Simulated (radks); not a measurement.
Task: Radial electron density D(r) = 4 pi r^2 rho(r) of an atom or ion with 37 electrons. Method: scalar-relativistic Kohn-Sham, PBEsol, spin-unpolarised, spherical densities, point nucleus; computed with a radial shooting solver on a logarithmic mesh with Libxc functionals.

```
   r/bohr * D(r) (the largest magnitude, 55.6, reaches the edge; | marks zero)
 0.001858 | *
  0.00218 | *
 0.002538 |  *
 0.002979 |   *
 0.003468 |    *
  0.00407 |     *
 0.004738 |       *
  0.00556 |         *
 0.006472 |            *
 0.007595 |               *
 0.008842 |                   *
  0.01038 |                       *
  0.01208 |                           *
  0.01418 |                                *
   0.0165 |                                    *
  0.01937 |                                        *
  0.02255 |                                           *
  0.02646 |                                             *
   0.0308 |                                            *
  0.03614 |                                           *
  0.04208 |                                        *
  0.04938 |                                      *
  0.05749 |                                     *
  0.06746 |                                      *
  0.07853 |                                          *
  0.09216 |                                               *
   0.1073 |                                                    *
   0.1259 |                                                      *
   0.1466 |                                                    *
    0.172 |                                             *
   0.2002 |                                      *
    0.235 |                                *
   0.2736 |                              *
    0.321 |                                 *
   0.3737 |                                     *
   0.4386 |                                      *
   0.5106 |                                 *
   0.5992 |                         *
   0.6975 |                 *
   0.8186 |          *
   0.9529 |       *
    1.118 |      *
    1.302 |      *
    1.528 |     *
    1.779 |    *
    2.087 |  *
     2.43 | *
    2.851 |*
    3.319 |*
    3.895 *
    4.535 *
    5.322 *
    6.195 *
     7.27 *
    8.464 *
    9.932 *
    11.56 *
    13.57 *
     15.8 *
```

What is the nuclear charge?

Result: Z = 37. The innermost maximum, from 1s, lies near gamma/Z bohr with gamma = sqrt(1 - (Z/c)^2) = 0.963, here 0.026 bohr (found: 0.0282), and its height grows with Z. The density is that of neutral rubidium in [Kr] 5s1; the configuration itself is not fixed sharply by these data, and Z only to a few units. D(r) has 3 maxima, at r = 0.0282, 0.126, 0.411 bohr, and minima at 0.0579, 0.263 bohr, inside which lie 2.05, 11.03 electrons.
